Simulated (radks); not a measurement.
The numbers below are computed, except where a source is named.
Neutral phosphorus inside a hard spherical wall (all orbitals vanish at R), configuration held at [Ne] 3s2 3p3 and not refilled when levels cross. Level of theory: scalar-relativistic Kohn-Sham, PBE, spin-polarised, spherical densities, point nucleus; open shells are filled with parallel spins first (a radial shooting solver on a logarithmic mesh with Libxc functionals). Eigenvalues in eV for spin up, with the zero of energy where the potential of the charges vanishes at infinity; a dash marks a level that is unbound or too diffuse for the functional's potential to be trusted. A positive occupied level is held by the wall or, in an anion where self-interaction has pushed it up, behind a barrier. The pressure on the wall is -dE/dV.

R (bohr)  E (hartree)  kinetic (hartree)    e(2s)    e(2p)    e(3s)   e(3p)  e(4s, empty)  e(4p, empty)  pressure (GPa)
free       -341.97091            343.053  -173.64  -124.19  -14.802  -6.283             -             -               0
12         -341.97091            343.053  -173.64  -124.19  -14.801  -6.282        -0.304         0.962        0.000101
10         -341.97084            343.054  -173.63  -124.18  -14.795  -6.276         0.046         1.670         0.00222
7          -341.96693            343.086  -173.37  -123.93  -14.616  -6.088         2.398         5.388           0.256
6          -341.95549            343.162  -172.87  -123.43  -14.287  -5.719         4.951         8.888            1.37
4          -341.70683            344.358  -167.54  -118.07  -10.745  -1.430        24.220        31.439            57.8
3.5        -341.40540            345.542  -163.48  -113.97   -7.686   2.294        38.470        46.766             168
3          -340.71988            347.890  -156.80  -107.22   -1.769   9.332        63.706        72.913             530
2.5        -339.06808            352.801  -145.82  -96.100   10.760  23.629        111.67        120.79            1900
2          -334.68308            364.207  -127.23  -77.110   41.205  56.305        212.94        217.85            8340
1.5        -320.85115            396.218  -91.809  -39.928   131.92  145.66        465.66        448.85           51600
